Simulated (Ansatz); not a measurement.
H$_{5}$ClO$_{3}$Si$_{2}$ (SMILES O[Si](O)(O)[SiH2]Cl), singlet, geometry from GFN2-xTB; SC-NEVPT2/STO-3G, CASSCF(4,3) (Ansatz, an electronic-structure program).

Input for Ansatz:
Ansatz 0.2 input:
```yaml
crystal:
  periodic: [false, false, false]
  atoms:
    - {symbol: Si, position_ang: [0.77738911, -0.55299322, 0.96550536]}
    - {symbol: Cl, position_ang: [1.02838231, 1.16393524, 2.00873972]}
    - {symbol: Si, position_ang: [-0.52752810, -0.26491051, -0.89650329]}
    - {symbol: O, position_ang: [-0.07650755, 1.01014273, -1.80172749]}
    - {symbol: O, position_ang: [-2.09789483, -0.08045876, -0.50954635]}
    - {symbol: O, position_ang: [-0.40382236, -1.58331866, -1.84301267]}
    - {symbol: H, position_ang: [0.23323099, -1.52017306, 1.92952420]}
    - {symbol: H, position_ang: [2.13752627, -1.02614136, 0.66894454]}
    - {symbol: H, position_ang: [-0.32197911, 1.89246245, -1.54162162]}
    - {symbol: H, position_ang: [-2.66099350, -0.84120411, -0.41044114]}
    - {symbol: H, position_ang: [0.25746007, -1.61211333, -2.52671845]}
basis:
  gaussian:
    orbitals: STO-3G
magnetization: {spin_polarized: false}
correlation: {method: sc_nevpt2, electrons: all, active_space: {window: {electrons: 4, orbitals: 3}}}
```

What the program printed (banner, timings and long lists left out):

```
Functional definition: HF
572 factors; integrals over basis functions are off by at most 3.8e-5 eV
mean field evaluation 1: about -34018.9347 eV, gradient 3.4e1 eV
mean field evaluation 2: about -34019.0425 eV, gradient 3.4e1 eV
mean field evaluation 4: about -34023.2774 eV, gradient 1.4e0 eV
mean field evaluation 8: about -34023.2872 eV, gradient 1.0e-5 eV
mean field -34023.28720365 eV, -1250.3327429219 hartree, gradient 7.9e-7 eV, S^2 0.000000; 0 other end points of the search recorded, 0 dependent functions left out
reference -34023.28720365 eV, -1250.3327429219 hartree; 37, 37 occupied and 10, 10 virtual orbitals, 572 factors
state -34023.63951493 eV, -1250.3456901224 hartree
state -34023.63951493 eV, -1250.3456901224 hartree; corrected -34028.04782012 eV, -1250.5076923501 hartree
state -34023.54415803 eV, -1250.3421858211 hartree
state -34023.54415803 eV, -1250.3421858211 hartree; corrected -34028.08234855 eV, -1250.5089612465 hartree
state -34023.54415803 eV, -1250.3421858211 hartree; corrected -34028.08234855 eV, -1250.5089612465 hartree
the orbitals are reached from a further start. From the first start the search ends at -34023.63949878 eV, -1250.3456895291 hartree
WARN: the results are in doubt because another end's mean lies 0.095 eV lower, and its corrected mean 0.035 eV higher
Total energy: -34028.08234855 eV, -1250.5089612465 hartree
In doubt: another end's mean lies 0.095 eV lower, and its corrected mean 0.035 eV higher
```
